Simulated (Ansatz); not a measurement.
AlF2 (SMILES [F][Al+][F]), charge +1, singlet, geometry from GFN2-xTB (such geometries of metal compounds can be far from the true shape); WB97X/STO-3G (Ansatz, a program for electronic structure).

The Ansatz input:
Ansatz 0.2 input:
```yaml
crystal:
  periodic: [false, false, false]
  atoms:
    - {symbol: Al, position_ang: [0.00000000, 0.00000000, 0.00000000]}
    - {symbol: F, position_ang: [0.00000000, 0.00000000, 1.61313589]}
    - {symbol: F, position_ang: [-0.00000000, -0.00000000, -1.61313589]}
basis:
  gaussian:
    orbitals: STO-3G
hamiltonian:
  xc: {name: wB97X}
total_charge: 1
```

Question: What does Ansatz print? Leave out banner, timings and long lists.

Answer: 
```
Functional definition: wB97X
239 factors; integrals over basis functions are off by at most 2.2e-5 eV
75 factors; integrals over basis functions are off by at most 4.9e-7 eV
mean field evaluation 1: about -11859.3491 eV, gradient 4.0e1 eV
mean field evaluation 2: about -11861.6935 eV, gradient 4.3e1 eV
mean field evaluation 4: about -11867.0609 eV, gradient 3.2e-1 eV
mean field evaluation 8: about -11867.0494 eV, gradient 2.6e-3 eV
mean field -11867.04944543 eV, -436.1060233444 hartree, gradient 3.4e-5 eV, S^2 0.000000; 0 other end points of the search recorded, 0 dependent functions left out
reference -11867.04943499 eV, -436.1060229609 hartree; 15, 15 occupied and 4, 4 virtual orbitals, 239 factors
Total energy: -11867.04943499 eV, -436.1060229609 hartree
```
